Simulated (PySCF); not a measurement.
# Electron correlation in O⁺ (oxygen, charge +1)

[He] 2s1 2p3 3s1, high-spin 6S determinant (an excited configuration). Calculation: PySCF 2.14, in aug-cc-pVTZ (5s4p3d2f, 46 functions); the non-relativistic Hamiltonian (point nucleus). Frozen: 1s2; 5 electrons correlated.

MP2 pair energies summed by pair of shells (mhartree):

| pair | energy | share (%) |
| --- | --- | --- |
| 2p-2p | -22.75 | 68.9 |
| 2p-3s | -5.29 | 16.0 |
| 2s-2p | -4.58 | 13.9 |
| 2s-3s | -0.38 | 1.1 |

Total MP2 correlation energy: -33.01 mhartree.

Same-spin part -33.01 and opposite-spin part 0.00 mhartree; SCS-MP2 scales them by 1/3 and 6/5 to -11.00 mhartree.
